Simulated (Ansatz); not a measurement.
Calculated with Ansatz (gas phase, PBE0-D4/def2-TZVP geometries, no zero-point term in ΔE). CCSD(T)/CBS adds triple-zeta CCSD(T) − MP2 to the extrapolated MP2 energy (def2 sets, frozen cores). DFT in def2-TZVPP. B3LYP here is the variant with VWN-RPA as its local correlation; programs differ in this. For Ge outer-core shells are correlated without core-valence functions, which leaves a few kJ/mol of doubt a bond. Scalar relativity is left out up to krypton. Each species was taken in one conformer, which may not be the lowest.

Reaction (ligand exchange at a Ge–C bond): `[AlH2][CH2][CH2][GeH3]` + `OPO` → `O[P](O)[GeH3]` + `C[CH2][AlH2]`

| level | ΔE (kJ/mol) |
| --- | --- |
| B3LYP | -28.8 |
| SCS-MP2/def2-QZVPP | -13.0 |

Question: What does CCSD(T)/CBS give? (An estimate is asked.)

Answer: Computed: -17.9 kJ/mol. The listed levels differ from it by -10.9, 4.9 kJ/mol.

Largest T1 diagnostic among the species: 0.014.

From PBE to PBE0 (25 % exact exchange), in def2-TZVPP and without D4, ΔE moves by +5.5 kJ/mol.
